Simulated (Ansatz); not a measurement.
```yaml
crystal:
  periodic: [false, false, false]
  atoms:
    - {symbol: Ga, position_ang: [-0.784712, 1.557245, -1.144772]}
    - {symbol: B, position_ang: [0.570245, 0.084971, -0.570547]}
    - {symbol: B, position_ang: [1.895701, -0.565000, -0.309395]}
    - {symbol: Si, position_ang: [-0.074085, -1.024407, 0.846604]}
    - {symbol: H, position_ang: [-1.163545, 1.866702, -2.547045]}
    - {symbol: H, position_ang: [-1.796479, 1.897953, -0.033913]}
    - {symbol: H, position_ang: [2.756703, -1.152424, 0.379108]}
    - {symbol: H, position_ang: [0.357585, -2.038799, 1.579054]}
    - {symbol: H, position_ang: [-1.419194, -0.514299, 1.255368]}
basis:
  gaussian: {orbitals: cc-pVDZ}
hamiltonian: {xc: {name: SVWN5}}
scf: {lower_state_search: off}
relax: {f_tol: 0.001, max_steps: 3}
output: {forces: true}
```

```sh
$ ansatz run in.yaml --threads 2 --pin off --events-out ev --progress --plain --max-ram 4352MiB
```

Task: How does Ansatz answer? (An estimate is asked.)

Result: The calculation gave: The calculation stopped without meeting its thresholds.
```
Functional definition: SVWN5
1214 factors; their error is unknown
mean field evaluation 1: about -61545.9700 eV, gradient 4.9e1 eV
mean field evaluation 2: about -61486.7380 eV, gradient 1.1e2 eV
mean field evaluation 4: about -61553.7574 eV, gradient 1.6e1 eV
mean field evaluation 8: about -61554.8371 eV, gradient 1.4e-1 eV
mean field evaluation 16: about -61554.8028 eV, gradient 1.1e-4 eV
mean field -61554.80281582 eV, -2262.0972801375 hartree, gradient 5.8e-6 eV, S^2 0.000000; 0 other end points of the search recorded, 0 dependent functions left out
reference -61554.80285802 eV, -2262.0972816883 hartree; 30, 30 occupied and 68, 68 virtual orbitals, 1214 factors
relax step   1: F+E_penalty+E_count = -61554.80281582 eV  Δ(F+E_penalty+E_count) = +0.000e0 eV  max|allowed force component| = 4.087e0 eV/Å  Δτ_max = 0.0000 Å  (18 SCF iters, accepted)
1214 factors; their error is unknown
mean field -61555.49660131 eV, -2262.1227762840 hartree, gradient 2.3e-6 eV, S^2 0.000000; 0 other end points of the search recorded, 0 dependent functions left out
reference -61555.49664294 eV, -2262.1227778139 hartree; 30, 30 occupied and 68, 68 virtual orbitals, 1214 factors
relax step   2: F+E_penalty+E_count = -61555.49660131 eV  Δ(F+E_penalty+E_count) = -6.938e-1 eV  max|allowed force component| = 1.340e0 eV/Å  Δτ_max = 0.1905 Å  (19 SCF iters, accepted)
1214 factors; their error is unknown
mean field -61555.56797835 eV, -2262.1253993417 hartree, gradient 2.2e-6 eV, S^2 0.000000; 0 other end points of the search recorded, 0 dependent functions left out
reference -61555.56801969 eV, -2262.1254008611 hartree; 30, 30 occupied and 68, 68 virtual orbitals, 1214 factors
relax step   3: F+E_penalty+E_count = -61555.56797835 eV  Δ(F+E_penalty+E_count) = -7.138e-2 eV  max|allowed force component| = 9.013e-1 eV/Å  Δτ_max = 0.2000 Å  (24 SCF iters, accepted)
Error: geometry relaxation did not converge after 3 steps: max|allowed force component| = 9.01e-1 eV/Å (threshold 1.0e-3). Raise `relax.max_steps` over both its present limit and 3, loosen `relax.f_tol`, or start from a geometry closer to equilibrium. Where this run's directory can be resumed (`checkpoint.write`), a resume goes on for up to `relax.max_steps` more
```
